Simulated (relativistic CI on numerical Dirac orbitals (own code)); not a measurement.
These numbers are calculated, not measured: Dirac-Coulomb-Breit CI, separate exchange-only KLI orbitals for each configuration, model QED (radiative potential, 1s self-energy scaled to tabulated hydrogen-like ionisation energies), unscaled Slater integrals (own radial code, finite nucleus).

The strongest absorption lines from the ground level of an ion, among the configurations computed and to levels below about 3420 eV (vacuum wavelength in nm, gf): 0.36368 (0.14), 0.36480 (0.05), 0.46061 (0.0075), 0.47516 (0.047), 0.48174 (0.42), 0.48577 (0.24), 6.3728 (0.14), 15.724 (0.0059).

**Question.** Which ion is it?
A. Sr³²⁺
B. Ge²⁸⁺
C. Sr³⁴⁺
D. Ru⁴⁰⁺

**Answer.** C. Sr³⁴⁺ has 4 electrons and the ground level 2s² ¹S0; the strongest line goes to 2s3p ¹P°1. The pattern of lines fixes the number of electrons, and along that sequence the line energies rise steadily with the charge (about as its square where n changes within one kind of shell, about linearly where n is kept but much faster in heavy ions where fine structure, which grows about as Z⁴, sets the gap, and irregularly where shells cross), which fixes Z. Configurations outside the model, such as inner-shell arrays, can give stronger lines. At this charge energies of transitions that change n are usually good to better than 1 %, and those within a shell (Δn = 0) to a few per cent.

LS names give the leading component of a level, which can be under half, so a name can repeat, a term be missing and a line seem to break the LS rules.
